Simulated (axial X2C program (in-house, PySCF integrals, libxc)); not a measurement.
# Nuclear properties of HTiH

Computed with an in-house all-electron X2C program for linear molecules (integrals from PySCF): two-component X2C with atomic mean-field Coulomb and Gaunt terms, Gaussian nuclei, basis H dyall-v3z, Ti dyall-v3z with contracted cores.

H–Ti–H held linear, with bonds 1.830 and 1.830 Å (near the PBE0 minimum at charge 0 of the determinant lowest at the starting distance; the state shown can have its own minimum elsewhere, held linear; other orders of the atoms were not compared).

Determinant lowest in the PBE0 search, Ω = 1 (⟨Sz⟩ = -1.00, ⟨Lz⟩ = 2.00 at PBE0), spin on the atoms H 0.02, Ti -1.03, H 0.02:

```
level  A∥/gI H (MHz)  qzz H (a.u.)  A∥/gI Ti (MHz)  qzz Ti (a.u.)
 PBE0           7.01          0.06           -66.3          -2.38
   HF           12.3          0.07            25.1          -2.55
  LDA           5.66          0.05            -152          -2.39
```

Determinant 0.03 eV from it at PBE0 and this distance, Ω = 3 (⟨Sz⟩ = 1.00, ⟨Lz⟩ = 2.00 at PBE0), spin on the atoms H -0.02, Ti 1.03, H -0.02:

```csv
level,A∥/gI H (MHz),qzz H (a.u.),A∥/gI Ti (MHz),qzz Ti (a.u.)
PBE0,0.383,0.06,267,-2.39
HF,-1.35,0.07,221,-2.56
LDA,0.822,0.05,301,-2.39
```

A∥ (defined per Ω) follows by multiplying with gI = μI/(I μN); qzz is the electric field gradient, eQq0 = 234.96 MHz × Q/barn × qzz. The operators were transformed with the bare-nucleus X2C matrices; with these basis sets, hyperfine constants and field gradients can be off by tens of per cent, and where levels differ in sign neither size nor sign is settled.

(1) With Q(47Ti) = 0.302 barn (Q from Pyykkö, Mol. Phys. 2018), turn the PBE0 values of the first state into constants in MHz.

The molecule was held linear; bending was not examined, so a bent shape may lie lower.

Each state is one determinant with collinear spin, which with several unpaired electrons need not be a pure state. Unrestricted Hartree–Fock can overshoot spin polarisation at the nuclei. With several open shells hyperfine constants can be off by a factor of several. Open-shell Ω = 0 determinants with evenly filled partner blocks cannot be reached by this program, so the Ω shown need not be the lowest component. The search compared states at one distance, so a state with another bond length can lie lower. Where a field gradient or hyperfine factor spreads by more than a factor of two over the levels, a constant derived from it is not to be relied on. PBE0 term energies can be off by some tenths of an eV.

Answers

(1) eQq0(47Ti) = 234.96 × (0.302) × (-2.38) = -169 MHz.
